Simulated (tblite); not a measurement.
Species: C₆H₁₃B₂NS.
Atom-mapped SMILES: `[BH2:1][NH:2][B:3]([CH2:4][C:5]#[CH:6])[S:7][CH:8]([CH3:9])[CH3:10]` (hydrogens: H11, H12 on B1; H13 on N2; H14, H15 on C4; H16 on C6; H17 on C8; H18, H19, H20 on C9; H21, H22, H23 on C10)

Computed with GFN2-xTB (tblite), gas phase: L-BFGS steps from a force-field or distance-geometry start until the largest atomic force falls under 0.01 eV/Å.

Step 75: E = -764.8054 eV
```
atom  x, y, z in Å  |  force x, y, z in eV/Å
B1     -2.2941    2.0338    0.9853    0.007  -0.005  -0.071
N2     -1.0815    1.7185    0.3389    0.078   0.015   0.045
B3     -0.8273    0.7831   -0.6945   -0.005  -0.009   0.037
C4     -1.9488   -0.1066   -1.3807   -0.008   0.035  -0.065
C5     -2.0857   -1.2336   -0.4744   -0.078   0.016   0.030
C6     -2.1562   -2.1110    0.3380    0.016   0.038  -0.039
S7      0.8961    0.3952   -1.1897    0.038   0.010  -0.040
C8      1.5684   -0.1870    0.4386    0.004   0.036   0.027
C9      1.8367   -1.6787    0.3060    0.015   0.053   0.007
C10     2.8177    0.5978    0.7923    0.003   0.044   0.041
H11    -2.2896    2.8842    1.7896   -0.022  -0.021   0.021
H12    -3.2635    1.4472    0.6998    0.019   0.033   0.038
H13    -0.2799    2.2563    0.6559   -0.031  -0.141  -0.062
H14    -2.9201    0.3721   -1.5057   -0.016  -0.002   0.015
H15    -1.6103   -0.4776   -2.3509   -0.086  -0.039  -0.031
H16    -2.2493   -2.8982    1.0236   -0.003  -0.051  -0.008
H17     0.7808   -0.0128    1.1754    0.024  -0.016   0.040
H18     2.5724   -1.8515   -0.4772   -0.039  -0.012  -0.001
H19     2.2277   -2.0747    1.2424   -0.043   0.005   0.002
H20     0.9182   -2.2058    0.0504    0.060   0.019   0.016
H21     2.5822    1.6483    0.9496    0.023   0.023  -0.052
H22     3.2541    0.2079    1.7093    0.041  -0.031   0.023
H23     3.5471    0.5203   -0.0107    0.001   0.000   0.026
```

Step 76: E = -764.8084 eV
```
atom  x, y, z in Å  |  force x, y, z in eV/Å
B1     -2.2867    2.0278    0.9879   -0.001  -0.037  -0.054
N2     -1.0769    1.7105    0.3375    0.095   0.060   0.042
B3     -0.8250    0.7771   -0.6987   -0.024   0.012   0.023
C4     -1.9522   -0.1042   -1.3863   -0.007  -0.005  -0.022
C5     -2.0869   -1.2329   -0.4786   -0.082   0.023   0.011
C6     -2.1502   -2.1099    0.3358   -0.016   0.021  -0.036
S7      0.8982    0.3936   -1.1928    0.048  -0.003  -0.041
C8      1.5669   -0.1834    0.4402   -0.019   0.026   0.001
C9      1.8338   -1.6750    0.3120    0.031   0.031   0.007
C10     2.8167    0.6002    0.7933   -0.003   0.060   0.031
H11    -2.2806    2.8728    1.7987   -0.014  -0.024  -0.003
H12    -3.2569    1.4388    0.7059    0.034   0.049   0.042
H13    -0.2722    2.2504    0.6453   -0.060  -0.154  -0.043
H14    -2.9228    0.3811   -1.5009    0.020  -0.033   0.008
H15    -1.6204   -0.4737   -2.3600   -0.102  -0.031  -0.003
H16    -2.2552   -2.8999    1.0194    0.024   0.008  -0.052
H17     0.7732   -0.0084    1.1693    0.039  -0.001   0.073
H18     2.5719   -1.8501   -0.4680   -0.039  -0.017  -0.013
H19     2.2227   -2.0697    1.2493   -0.035   0.006   0.024
H20     0.9165   -2.2041    0.0571    0.050   0.025   0.005
H21     2.5844    1.6524    0.9433    0.014   0.024  -0.044
H22     3.2533    0.2160    1.7131    0.030  -0.034   0.000
H23     3.5435    0.5178   -0.0116    0.017  -0.006   0.041
```

Step 77: E = -764.8112 eV
```
atom  x, y, z in Å  |  force x, y, z in eV/Å
B1     -2.2740    2.0192    0.9959    0.033  -0.051  -0.041
N2     -1.0677    1.7022    0.3360   -0.028   0.041   0.017
B3     -0.8234    0.7711   -0.7042   -0.014   0.026  -0.003
C4     -1.9549   -0.1019   -1.3946   -0.009  -0.036   0.028
C5     -2.0902   -1.2308   -0.4847   -0.074   0.013   0.001
C6     -2.1442   -2.1088    0.3296   -0.047   0.014  -0.040
S7      0.8996    0.3891   -1.1989    0.046  -0.013  -0.018
C8      1.5632   -0.1785    0.4412   -0.030   0.014  -0.017
C9      1.8286   -1.6705    0.3206    0.037   0.009   0.011
C10     2.8127    0.6057    0.7941    0.000   0.047   0.011
H11    -2.2657    2.8611    1.8114    0.003  -0.033  -0.031
H12    -3.2456    1.4267    0.7248    0.045   0.052   0.031
H13    -0.2608    2.2420    0.6304   -0.008  -0.102   0.014
H14    -2.9239    0.3885   -1.5023    0.028  -0.042   0.000
H15    -1.6282   -0.4721   -2.3699   -0.107  -0.025   0.011
H16    -2.2582   -2.9016    1.0107    0.044   0.048  -0.078
H17     0.7637   -0.0017    1.1634    0.052   0.011   0.090
H18     2.5688   -1.8512   -0.4556   -0.024  -0.014  -0.022
H19     2.2121   -2.0637    1.2602   -0.019   0.013   0.042
H20     0.9130   -2.2012    0.0653    0.026   0.028  -0.006
H21     2.5824    1.6597    0.9326    0.009   0.028  -0.025
H22     3.2497    0.2276    1.7173    0.006  -0.022  -0.031
H23     3.5381    0.5161   -0.0119    0.031  -0.008   0.055
```

Step 78: E = -764.8137 eV
```
atom  x, y, z in Å  |  force x, y, z in eV/Å
B1     -2.2635    2.0140    1.0005    0.015  -0.019   0.022
N2     -1.0623    1.6916    0.3385    0.001   0.043  -0.040
B3     -0.8240    0.7649   -0.7067    0.013   0.020  -0.039
C4     -1.9576   -0.1017   -1.4004   -0.008  -0.042   0.049
C5     -2.0947   -1.2287   -0.4883   -0.060   0.012  -0.029
C6     -2.1412   -2.1090    0.3238   -0.067  -0.015  -0.016
S7      0.9003    0.3869   -1.2014    0.025  -0.011   0.002
C8      1.5599   -0.1734    0.4434   -0.010   0.008  -0.023
C9      1.8251   -1.6651    0.3258    0.023  -0.019   0.011
C10     2.8102    0.6107    0.7961   -0.002   0.026  -0.023
H11    -2.2542    2.8563    1.8160    0.019  -0.027  -0.037
H12    -3.2358    1.4228    0.7381    0.000   0.019   0.007
H13    -0.2506    2.2297    0.6205   -0.002  -0.077   0.057
H14    -2.9253    0.3908   -1.5049    0.017  -0.029  -0.006
H15    -1.6349   -0.4732   -2.3766   -0.103  -0.023   0.019
H16    -2.2597   -2.9033    1.0028    0.052   0.060  -0.081
H17     0.7591    0.0027    1.1634    0.043   0.028   0.098
H18     2.5648   -1.8487   -0.4490    0.006  -0.012  -0.032
H19     2.2036   -2.0593    1.2662    0.003   0.016   0.061
H20     0.9111   -2.1967    0.0688   -0.003   0.028  -0.012
H21     2.5829    1.6662    0.9251    0.004   0.029   0.000
H22     3.2486    0.2350    1.7202   -0.016  -0.005  -0.042
H23     3.5335    0.5146   -0.0107    0.049  -0.008   0.053
```

Question: Estimate the geometry and energy of step 79. (The exact step hangs on the optimiser's Hessian estimate; all steps are aligned on step 78, rigid shifts and turns removed.)

Answer: E = -764.8163 eV, largest force 0.156 eV/Å
```
atom  x, y, z in Å  |  force x, y, z in eV/Å
B1     -2.2459    2.0013    1.0128    0.045  -0.012   0.027
N2     -1.0516    1.6837    0.3350   -0.137  -0.021  -0.071
B3     -0.8229    0.7603   -0.7150    0.038   0.009  -0.060
C4     -1.9593   -0.1007   -1.4094   -0.023  -0.017   0.047
C5     -2.0993   -1.2262   -0.4971   -0.045  -0.003  -0.042
C6     -2.1403   -2.1089    0.3125   -0.069  -0.004  -0.021
S7      0.9000    0.3782   -1.2094    0.018  -0.010   0.031
C8      1.5528   -0.1669    0.4437    0.012  -0.012  -0.007
C9      1.8184   -1.6598    0.3367    0.017  -0.026   0.019
C10     2.8030    0.6192    0.7950    0.007  -0.005  -0.037
H11    -2.2299    2.8440    1.8274    0.028  -0.020  -0.034
H12    -3.2199    1.4054    0.7695    0.003   0.009  -0.014
H13    -0.2367    2.2173    0.6047    0.078   0.010   0.112
H14    -2.9243    0.3960   -1.5110   -0.010  -0.014  -0.004
H15    -1.6422   -0.4707   -2.3876   -0.089  -0.035   0.020
H16    -2.2576   -2.9025    0.9909    0.046   0.032  -0.055
H17     0.7509    0.0128    1.1629    0.054   0.029   0.066
H18     2.5598   -1.8500   -0.4350    0.020  -0.004  -0.013
H19     2.1881   -2.0513    1.2821    0.019   0.031   0.044
H20     0.9062   -2.1924    0.0773   -0.031   0.027  -0.016
H21     2.5784    1.6767    0.9114    0.003   0.020   0.017
H22     3.2396    0.2484    1.7230   -0.038   0.019  -0.058
H23     3.5281    0.5130   -0.0090    0.054  -0.003   0.052
```

The energy changes by -0.0026 eV. The first-order estimate −F·Δx gives -0.0037 eV and the mean of the old and new forces, exact on a quadratic surface, -0.0026 eV. The step makes an angle of 81° with the force vector and moves no atom by more than 0.039 Å.

The cost below is that of the whole relaxation. Hardware: Arm Neoverse V2, one thread, shared host with 96 logical CPUs at a one-minute load of 51. Cost: 2.2 s.
